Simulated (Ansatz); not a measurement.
```yaml
crystal:
  periodic: [false, false, false]
  atoms:
    - {symbol: F, position_ang: [-1.342137, -0.324655, -1.260549]}
    - {symbol: Mo, position_ang: [-0.029345, -0.010025, -0.006996]}
    - {symbol: F, position_ang: [-1.376299, 0.283988, 1.214922]}
    - {symbol: Cl, position_ang: [-0.113716, -2.211462, 0.533108]}
    - {symbol: Cl, position_ang: [1.550763, -0.387664, -1.573512]}
    - {symbol: Cl, position_ang: [-0.135000, 2.189941, -0.549343]}
    - {symbol: Cl, position_ang: [1.507032, 0.391775, 1.596571]}
basis:
  gaussian: {orbitals: STO-3G}
total_charge: -3
magnetization: {spin_polarized: true, initial_magnetization: 1}
hamiltonian: {xc: {name: BHLYP}, pseudopotentials: {relativity: scalar}}
scf: {lower_state_search: off}
output: {forces: true}
```

```sh
$ ansatz run in.yaml --threads 4 --pin off --events-out ev --progress --plain --max-ram 11315MiB
```

Output, abridged:

```
Functional definition: BHLYP
893 factors; integrals over basis functions are off by at most 1.0e-4 eV
mean field evaluation 1: about -163574.2752 eV, gradient 1.2e1 eV
mean field evaluation 2: about -163575.0396 eV, gradient 7.9e0 eV
mean field evaluation 4: about -163575.4138 eV, gradient 2.1e-1 eV
mean field evaluation 8: about -163575.5031 eV, gradient 1.7e-2 eV
mean field evaluation 16: about -163575.5031 eV, gradient 9.3e-4 eV
mean field -163576.15617334 eV, -6011.3128634695 hartree, gradient 1.4e-6 eV, S^2 1.692825; 0 other end points of the search recorded, 0 dependent functions left out
reference -163576.15630074 eV, -6011.3128681513 hartree; 66, 65 occupied and 7, 8 virtual orbitals, 893 factors
Total energy: -163576.15630074 eV, -6011.3128681513 hartree
Relativity: scalar
Atom 0 at    -1.342137    -0.324655    -1.260549 Å, force    -1.273077    -0.301433    -1.349419 eV/Å
Atom 1 at    -0.029345    -0.010025    -0.006996 Å, force    -4.357192    -0.054952    -0.046882 eV/Å
Atom 2 at    -1.376299     0.283988     1.214922 Å, force    -1.310050     0.350538     1.302073 eV/Å
Atom 3 at    -0.113716    -2.211462     0.533108 Å, force    -0.229782    -4.663730     1.143480 eV/Å
Atom 4 at     1.550763    -0.387664    -1.573512 Å, force     3.813768    -0.969153    -3.919865 eV/Å
Atom 5 at    -0.135000     2.189941    -0.549343 Å, force    -0.347783     4.655623    -1.149395 eV/Å
Atom 6 at     1.507032     0.391775     1.596571 Å, force     3.704115     0.983107     4.020009 eV/Å
Dipole moment:    -0.315923    -0.003982    -0.003372 e Å
Checks for a lower state left out: stability, starts, cluster_reference, orbital_swaps, neighbouring_geometries, increment
```

**Question.** What is wrong with this run?

**Answer.** The charge is far from anything that the molecule holds. Self-consistency was reached. The result belongs to that input, not to the molecule as meant.
